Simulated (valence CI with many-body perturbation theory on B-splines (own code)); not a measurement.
The numbers below are computed, except where a source is named.
# Sensitivity of CI+MBPT for Ca¹⁵⁺

Method: valence CI with perturbative core correlation (CI+MBPT): three valence electrons over a frozen Dirac-Fock core [He], radial functions for each j: 6 s, 6 p, 5 d, 3 f, 1 g, with the one-electron correlation potential Σ1 (screened to all orders), the two-electron term Σ2, the three-electron term Σ3, Breit, model QED; selected single and double excitations, second order for the rest, scaled by the run's own slope (own B-spline code, finite nucleus).

No measured spectrum was set against this ion. As an estimate, levels of excited configurations hold to 0.05 to 0.15 % of their energy, terms of the ground configuration to about 0.5 %.

The reference run has the lowest level 2s²2p ²P°_1/2 and an ionisation energy of 973.720 eV. Its largest variational space holds 4119 state functions.

Names give the largest LS component (configuration and term), which can be under half, so a name can repeat, a term be missing and a line seem to break the LS rules; names also repeat where a configuration has a term twice.

Changed runs:
A. orbitals per symmetry with explicit Σ2 and valence Breit (the others get mean screening factors) 5 → 1
B. core polarisation of operators on → off
C. box radius (bohr) 3.648 → 10.88
D. Davidson tolerance 2e-05 → 0.03 (bad on purpose)

Excitation energies of the reference run in cm⁻¹, and shifts in cm⁻¹:

| Level | Reference | A | B | C | D |
| --- | --- | --- | --- | --- | --- |
| 2s²2p ²P°_3/2 | 36619 | +1.0 | 0 | -0.3 | +0.2 |
| 2s2p² ⁴P_1/2 | 267508 | -11 | 0 | -0.8 | 0 |
| 2s2p² ⁴P_3/2 | 282018 | -10 | 0 | -1.0 | +0.1 |
| 2s2p² ⁴P_5/2 | 300315 | -17 | 0 | -1.1 | 0 |
| 2s2p² ²D_3/2 | 479699 | +27 | 0 | -1.0 | +0.7 |
| 2s2p² ²D_5/2 | 482287 | +16 | 0 | -1.1 | 0 |
| 2s2p² ²S_1/2 | 592770 | +107 | 0 | -1.0 | +0.9 |
| 2s2p² ²P_1/2 | 634442 | +81 | 0 | -1.2 | +0.5 |
| 2s2p² ²P_3/2 | 646269 | +26 | 0 | -1.2 | 0 |
| 2p³ ⁴S°_3/2 | 834568 | -0.2 | 0 | -2.4 | 0 |
| 2p³ ²D°_3/2 | 940299 | +34 | 0 | -2.3 | +0.6 |
| 2p³ ²D°_5/2 | 945132 | -4.7 | 0 | -2.4 | +0.5 |
| Ionisation energy (eV) | 973.720 | -0.006 | 0 | -0.00055 | 0 |

No effect on these energies: B.
